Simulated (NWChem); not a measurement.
System: CdNH2Br; SMILES [NH2][Cd][Br]

Here is an NWChem input.

```
start job
memory heap 200 mb stack 900 mb global 1100 mb
geometry units angstroms noautoz
  Cd     0.400233    -0.541620     0.011729
  Br    -0.307586     1.764551     0.031530
  N      1.144157    -2.409091     0.010335
  H      1.100901    -2.838629    -0.913792
  H      0.631724    -3.031917     0.634700
end
basis spherical
  * library def2-svpd
end
ecp
  Cd library def2-ecp
end
dft
  xc xpbe96 cpbe96
  iterations 150
  vectors input atomic output neutral.movecs
end
task dft energy
charge 1
dft
  odft
  mult 2
  vectors input atomic output cation.movecs
end
task dft energy
charge -1
dft
  odft
  mult 2
  vectors input atomic output anion.movecs
end
task dft energy
```

The geometry was optimised at PBE0/def2-SVP. def2 effective core potentials on Cd; no spin-orbit coupling.

Ions are spin-unrestricted doublets at the neutral geometry; other ion states weren't tried.

### Question
Predict the main results of this run. (PBE/def2-SVPD with def2 effective core potentials on Cd, vertical spin-unrestricted ions.) Quantities: vertical ionisation energy, ΔSCF (eV); −ε(HOMO) (eV).

### Answer
```yaml
vertical ionisation energy, ΔSCF (eV): 9.18
"−ε(HOMO) (eV)": 6.08
```
